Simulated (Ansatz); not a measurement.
BO₃H₃ (the lowest singlet isomer of a short search). Total charge 0; singlet. Geometry PBE-D4/def2-TZVP, basis def2-TZVP, Ansatz.

```xyz
7

B     0.4170   -0.3494   -0.1046
O     0.7821    0.8117    0.3675
O    -1.1070   -0.1623   -0.4843
O     2.0796    1.1699    0.7679
H     0.8495   -1.4334   -0.3245
H    -1.2938    0.7578   -0.1589
H    -1.7274   -0.7944   -0.0631
```

| run | HOMO (eV) | LUMO (eV) |
| --- | --- | --- |
| A | -3.72 | -1.56 |
| B | -5.15 | -0.90 |
| C | -6.40 | -0.79 |
| D | -7.60 | 0.74 |
| E | -5.01 | -1.39 |
| F | -3.57 | -2.24 |

LC-ωPBE has ω = 0.4 bohr⁻¹. The structure holds one bond between oxygen atoms, so isomers without such links may lie far lower. The structure comes from a short search, and lower isomers may exist.

The runs used BHLYP, LC-ωPBE, PBE, PBE0, r2SCAN, r2SCAN0. Estimate which is which.

A r2SCAN (0 % exact exchange); B r2SCAN0 (25 % exact exchange); C BHLYP (50 % exact exchange); D LC-ωPBE (range-separated); E PBE0 (25 % exact exchange); F PBE (0 % exact exchange). Exact exchange lowers occupied and raises empty levels; among semilocal functionals meta-GGAs tend to open the gap a little, and such runs are hard to tell apart. The gap grows from 1.33 eV (PBE) to 8.34 eV (LC-ωPBE).
